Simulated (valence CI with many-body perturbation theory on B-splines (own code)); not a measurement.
# In¹⁰⁺: key properties

Computed by valence CI with perturbative core correlation (CI+MBPT): three valence electrons over a frozen Dirac-Fock core [Kr], radial functions for each j: 9 s, 9 p, 10 d, 8 f, 5 g, 3 h, 1 i, with the one-electron correlation potential Σ1 (screened to all orders), the two-electron term Σ2, the three-electron term Σ3, Breit, model QED; selected single and double excitations, second order for the rest, scaled by the run's own slope (own B-spline code, finite nucleus).

No measured levels were compared; by estimate terms of the open shell hold to 2 to 4 % of their energy, and close levels can change places. Core correlation moves these levels by up to 2800 cm⁻¹, and in measured spectra 5 to 20 % of such shifts remained as error; rates that hang on mixing are uncertain with them. The list stops below the first excitations out of the core. Only levels of the ground parity were solved; by the run's estimate the other parity begins above the list, which can be wrong where configurations are misplaced.

Names give the largest LS component (configuration and term), which can be under half, so a name can repeat, a term be missing and a line seem to break the LS rules; names also repeat where a configuration has a term twice.

Rates and lifetimes use the calculated energies. Strong lines usually hold to 10 to 20 %, long lifetimes can be off by a factor of two.

**Question.** What is the ground level?

**Answer.** 4d³ ⁴F_3/2, composition 93 % 4d³ ⁴F + 6 % 4d³ ²D, g = 0.429.

**Question.** How is the term ⁴F of the ground level split?

**Answer.** J = 3/2 at 0.0, J = 5/2 at 4725, J = 7/2 at 9569, J = 9/2 at 13941 cm⁻¹.

**Question.** What is the ionisation energy?

**Answer.** 202.4 eV; NIST lists 201 ± 2.4 eV (theoretical).

**Question.** How well does LS coupling describe the low levels?

**Answer.** Among the lowest 19 levels the leading LS term, summed over configurations, holds 83 % on average. For single configurations the figures are 83 % in LS and 71 % in jj coupling. Terms mix most in the J = 9/2 level at 40298 cm⁻¹, where the leading one holds 51 %.
